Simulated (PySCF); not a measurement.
PySCF job for ammonium (H4N+), SMILES [NH4+], charge +1, PBE0/pcJ-1. Geometry optimised at r2SCAN-D4/def2-TZVPD.

```python
import numpy as np
from pyscf import gto, scf, dft
from pyscf.prop.ssc import rks as ssc

mol = gto.M(
    atom='''
    N     0.00000000    0.00000000    0.00000000
    H     0.59115398   -0.59115398   -0.59115398
    H    -0.59115398   -0.59115398    0.59115398
    H    -0.59115398    0.59115398   -0.59115398
    H     0.59115398    0.59115398    0.59115398
    ''',
    basis='pcJ-1',
    charge=1,
    spin=0,
    max_memory=2000,
    verbose=3,
)
mf = dft.RKS(mol, xc='pbe0')
mf.grids.level = 3
mf.conv_tol = 1e-10
mf.max_cycle = 100
mf.kernel()
j = ssc.SSC(mf)
j.with_fcsd = True
j.max_cycle_cphf = 80
j.conv_tol = 1e-7
e11 = j.kernel()
```

Log of the run:

```
converged SCF energy = -56.8353961414551
Reduced spin-spin coupling constant K (Hz)
               #0        #1        #2        #3        #4
        0 N    0.00000
        1 H   24.40376   0.00000
        2 H   24.40357  -0.43112   0.00000
        3 H   24.40360  -0.43112  -0.43116   0.00000
        4 H   24.40379  -0.43113  -0.43114  -0.43114   0.00000
Spin-spin coupling constant J (Hz)
               #0        #1        #2        #3        #4
        0 N    0.00000
        1 H   55.03746   0.00000
        2 H   55.03701 -13.45089   0.00000
        3 H   55.03708 -13.45098 -13.45220   0.00000
        4 H   55.03751 -13.45124 -13.45142 -13.45141   0.00000
```

Self-consistency was reached.

Cost: roughly 15 core-seconds.
